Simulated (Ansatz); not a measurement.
Relaxation of a periodic cell of 17 atoms, Rb$_{16}$H (host Rb, host structure bcc, interstitial H), to a largest force component of 0.03 eV/Å in at most 60 steps.

Theory: DFT PBEsol, scalar-relativistic, plane waves, PAW (Ansatz). Settings: cutoff 420 eV, k mesh 2x2x2, fermi-dirac smearing 0.15 eV, no spin polarisation.

```xyz
17
Lattice="11.1800 0.0000 0.0000 0.0000 11.1800 0.0000 0.0000 0.0000 11.1800" Properties=species:S:1:pos:R:3:forces:R:3
Rb 0.000 0.000 0.000 -0.22 0.00 0.11
Rb 5.590 0.000 0.000 0.22 0.00 0.11
Rb 0.000 5.590 0.000 0.01 0.00 -0.01
Rb 0.000 0.000 5.590 0.00 0.00 0.00
Rb 2.795 2.795 2.795 0.00 0.01 0.01
Rb 5.590 5.590 0.000 -0.01 0.00 -0.01
Rb 5.590 0.000 5.590 0.00 0.00 0.00
Rb 8.385 2.795 2.795 0.00 -0.22 -0.11
Rb 0.000 5.590 5.590 0.00 0.00 0.00
Rb 2.795 8.385 2.795 0.00 -0.01 0.01
Rb 2.795 2.795 8.385 0.00 0.00 0.00
Rb 5.590 5.590 5.590 0.00 0.00 0.00
Rb 8.385 8.385 2.795 0.00 0.22 -0.11
Rb 8.385 2.795 8.385 0.00 0.00 0.00
Rb 2.795 8.385 8.385 0.00 0.00 0.00
Rb 8.385 8.385 8.385 0.00 0.00 0.00
H 8.374 -0.012 1.393 0.00 0.00 0.00
```

Question: Where does it end, and by what steps?

Answer: It converged. The force dipped under the threshold on the way, but the program's further checks kept it going. Limits of this set-up: coarse k mesh, odd electron count without spin. After 5 steps the energy has fallen by 0.201 eV; Rb1 moved furthest, 0.41 Å.

```csv
step,energy less start (eV),largest force component (eV/Å),accepted
0,0.0000,0.218,yes
1,-0.0569,0.189,yes
2,-0.1678,0.059,yes
3,-0.1785,0.034,yes
4,-0.1963,0.016,yes
5,-0.2008,0.009,yes
```

```xyz
17
Lattice="11.1800 0.0000 0.0000 0.0000 11.1800 0.0000 0.0000 0.0000 11.1800" Properties=species:S:1:pos:R:3
Rb -0.407 -0.001 -0.034
Rb 5.997 -0.001 -0.034
Rb -0.177 5.590 0.146
Rb 0.168 -0.001 5.813
Rb 2.795 2.618 2.649
Rb 5.766 5.590 0.146
Rb 5.420 -0.001 5.814
Rb 8.384 2.388 2.829
Rb 0.090 5.589 5.370
Rb 2.795 8.561 2.649
Rb 2.794 2.886 8.604
Rb 5.499 5.589 5.370
Rb 8.384 8.792 2.828
Rb 8.384 2.963 8.162
Rb 2.794 8.293 8.604
Rb 8.384 8.214 8.161
H 8.385 0.000 1.398
```

Run time: 48 s on 4 threads of Intel(R) Xeon(R) Platinum 8488C (Sapphire Rapids) (shared host), peak memory 3 GiB.
